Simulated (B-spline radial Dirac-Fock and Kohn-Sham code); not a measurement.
Z = 59 (praseodymium), transition energy 18.9 keV. Calculated with a radial B-spline solver, using a Dirac-Hartree-Slater potential of the neutral atom with a Latter tail (no hole, which puts coefficients of high multipoles low close above an edge), finite nucleus with surface currents. The K shell is not open to conversion at this energy. Subshells that would emit electrons below 1 keV are left out.

Question: A pure transition shows α(L) = 3.39, L1/L2 = 1.37 and L1/L3 = 0.874. What is its multipolarity?
A. E2
B. M1
C. M4
D. E1
E. E3
F. M2
G. M3
H. E4

Answer: D. For comparison, α(L), L1/L2, L1/L3 are E2 2290, 0.00592, 0.00409; E3 347000, 0.0135, 0.00949; E4 2.14e+07, 0.0128, 0.00894; M1 20.8, 11.0, 52.2; M2 3530, 15.2, 1.83; M3 628000, 14.2, 0.178; M4 5.54e+07, 11.9, 0.0558.
